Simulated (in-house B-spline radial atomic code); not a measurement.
## Solving the quasi-particle equation for 3p of the vanadium ion V⁵⁺

Configuration [Ne] 3s2 3p6, start PBE0, empty levels kept to 7200 hartree. Computed with a B-spline radial code for spherical atoms: all electrons, scalar-relativistic (spin-free one-electron X2C), finite nucleus, each spin shell either full or empty, empty states to l = 9 with an (l + 1/2)⁻⁴ tail; G0W0 by contour deformation at full frequency.

At the mean-field level ε = -120.519 eV the matrix elements are Σx = -42.765 eV, v_xc = -35.038 eV and Σc(ε) = -0.692 eV, and the slope of the correlation self-energy is dΣc/dω = -0.0419. The quasi-particle energy solves E = ε + Σx − v_xc + Σc(E).

Question: What does the linearised equation give?

Answer: Z = 1/(1 − dΣc/dω) = 1/1.0419 = 0.9598. The first-order shift is Σx − v_xc + Σc(ε) = -42.765 − (-35.038) + (-0.692) = -8.419 eV, so E ≈ ε + Z × shift = -120.519 + 0.9598 × (-8.419) = -128.600 eV.

Question: How does that compare with the full solution and with static screening?

Answer: Solving the equation at full frequency dependence gives E = -128.590 eV, where Σc = -0.344 eV and the weight is 0.957; the linearised value is off by 10 meV. Leaving Z out would give -128.938 eV. Static COHSEX puts -4.070 eV in place of Σc and gives -132.316 eV, 3.73 eV deeper. The tabulated removal energy is 128.125 ± 0.025 eV (NIST, measured); the run leaves out spin-orbit coupling, Breit and QED terms.
